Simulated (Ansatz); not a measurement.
`[BH2][GaH][O]C` + H–F → `[BH2][GaH][F]` + CH₃OH at 400 K and 1 bar (ligand exchange at a Ga–O bond).

Gas-phase electronic energies from Ansatz, PBE0-D4/def2-TZVP geometries. CBS: MP2 limit from def2 TZ/QZ plus the TZ coupled-cluster correction, frozen cores. This one scheme is used for every species. For Ga outer-core shells are correlated without core-valence functions, which leaves a few kJ/mol of doubt a bond. Scalar relativity is left out up to krypton. One conformer a species, not always the lowest.

```tsv
species	CCSD(T)/CBS energy (Eh)	H − E (kJ/mol)	S (J/(mol·K))
`[BH2][GaH][O]C`	-2065.53474	211.1	380.7
H–F	-100.39570	36.5	182.2
`[BH2][GaH][F]`	-2050.32373	98.3	325.7
CH₃OH	-115.61712	151.2	252.6
```

H − E and S are ideal-gas, rigid-rotor, harmonic terms from PBE0-D4/def2-TZVP, for one conformer and one mirror image of each species. 1 Eh = 2625.50 kJ/mol, R = 8.31446 J/(mol·K).

By hand: ΔE, ΔH, ΔS and ΔG.

ΔE = (-2050.32373) + (-115.61712) − (-2065.53474) − (-100.39570) = -0.01041 Eh = -27.3 kJ/mol. Δ(H − E) = 98.3 + 151.2 − 211.1 − 36.5 = 1.9, so ΔH = -25.4 kJ/mol. ΔS = 325.7 + 252.6 − 380.7 − 182.2 = 15.4 J/(mol·K). ΔG = -25.4 − 400 × (15.4)/1000 = -31.6 kJ/mol.

By hand: the equilibrium constant, and the temperature at which ΔG would vanish if ΔH and ΔS stayed fixed.

log₁₀ K = −ΔG/(RT ln 10) = 4.1. ΔH and −TΔS have one sign here, so there is no such temperature.

ΔH outweighs TΔS. A doubt of 5 kJ/mol in ΔE shifts log₁₀ K by 0.7 here. Other conformers and mirror images would add mixing entropy, several J/(mol·K) or more a flexible species. These are equilibria of isolated gas molecules and say nothing of rates. Largest T1 diagnostic: 0.015 (customary marks: 0.02 for closed shells, 0.045 for open ones).
